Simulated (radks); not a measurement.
Values are calculated unless marked as measured or tabulated.
Coherent X-ray form factor from a spherical all-electron density. Code: a radial shooting solver on a logarithmic mesh with Libxc functionals. Model: scalar-relativistic Kohn-Sham, exchange-only LDA, spin-polarised, spherical densities, point nucleus.

| sin(theta)/lambda (1/angstrom) | f0 (electrons) |
|---|---|
| 0.05 | 27.718 |
| 0.1 | 26.912 |
| 0.15 | 25.682 |
| 0.2 | 24.161 |
| 0.25 | 22.479 |
| 0.3 | 20.746 |
| 0.4 | 17.420 |
| 0.5 | 14.547 |
| 0.6 | 12.234 |
| 0.8 | 9.132 |
| 1 | 7.438 |
| 1.25 | 6.269 |
| 1.5 | 5.457 |
| 2 | 4.042 |

The species is in the configuration that NIST lists as its ground one. Which atom or ion scatters so?

Answer. The zinc ion Zn2+, [Ar] 3d10. Extrapolating in s^2 from the first two rows gives f0(0) = 28.0, near the electron count 28; among species with that count, the fall with angle is slower the higher Z, and the table is that of Z = 30; from so few rows the species is fixed only to a neighbour or two.
